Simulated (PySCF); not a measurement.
Numbering as in the mapped SMILES `[CH:1]#[C:2][B:3]([C:4]#[CH:5])[NH:6][CH3:7]`. Hydrogens are named by the atom that carries them.

Geometry: PBE0-D3(BJ)/def2-SVP; GIAO shifts from PySCF 2.14.0 with density-fitted response routines, gas phase, non-relativistic, averaged over equivalent atoms.

At WP04/pcSseg-1 (149 basis functions, 12 s wall time on 1 thread of an Arm Neoverse V2, shared host):
```json
{"atoms": "C1/C5", "δ (ppm)": "93.3"}
{"atoms": "C2/C4", "δ (ppm)": "84.2"}
{"atoms": "C7", "δ (ppm)": "35.5"}
{"atoms": "B3", "δ (ppm)": "19.6"}
{"atoms": "N6", "δ (ppm)": "124.3"}
{"atoms": "H(N6)", "δ (ppm)": "3.96"}
{"atoms": "H(C7)", "δ (ppm)": "2.91"}
{"atoms": "H(C1)/H(C5)", "δ (ppm)": "2.46"}
```

References, each an isolated molecule treated in the same way: TMS for ¹³C (172.44 ppm) and ¹H (31.56 ppm); BF3·OEt2 for ¹¹B (95.72 ppm); ¹⁵N (246.90 ppm) against NH3.

**Question.** Estimate the result of repeating the calculation with PBE0/aug-cc-pVDZ.

**Answer.** 
```json
{"atoms": "C1/C5", "δ at PBE0/aug-cc-pVDZ": "91.5", "change": "-1.8"}
{"atoms": "C2/C4", "δ at PBE0/aug-cc-pVDZ": "84.6", "change": "+0.4"}
{"atoms": "C7", "δ at PBE0/aug-cc-pVDZ": "31.8", "change": "-3.7"}
{"atoms": "B3", "δ at PBE0/aug-cc-pVDZ": "18.1", "change": "-1.5"}
{"atoms": "N6", "δ at PBE0/aug-cc-pVDZ": "124.6", "change": "+0.3"}
{"atoms": "H(N6)", "δ at PBE0/aug-cc-pVDZ": "4.43", "change": "+0.47"}
{"atoms": "H(C7)", "δ at PBE0/aug-cc-pVDZ": "3.10", "change": "+0.19"}
{"atoms": "H(C1)/H(C5)", "δ at PBE0/aug-cc-pVDZ": "2.70", "change": "+0.24"}
```

Scale: ¹³C (σ = 195.12 ppm), ¹H (σ = 31.39 ppm) against TMS; ¹¹B (σ = 110.17 ppm) vs BF3·OEt2; ¹⁵N (σ = 269.84 ppm) against NH3 (reference shieldings calculated alike).

The largest change is at C7 (methyl carbon bonded to N). Cost: 215 basis functions, 25 s wall time on 1 thread of an Arm Neoverse V2, shared host. The order of the carbon signals is the same at both levels.

A carbon bonded to boron is broadened by the quadrupolar boron nucleus and is often missing from a measured spectrum. Experimental scales use liquid or dissolved standards, which lie at an offset from isolated NH3 (liquid NH3: subtract about 20 ppm).
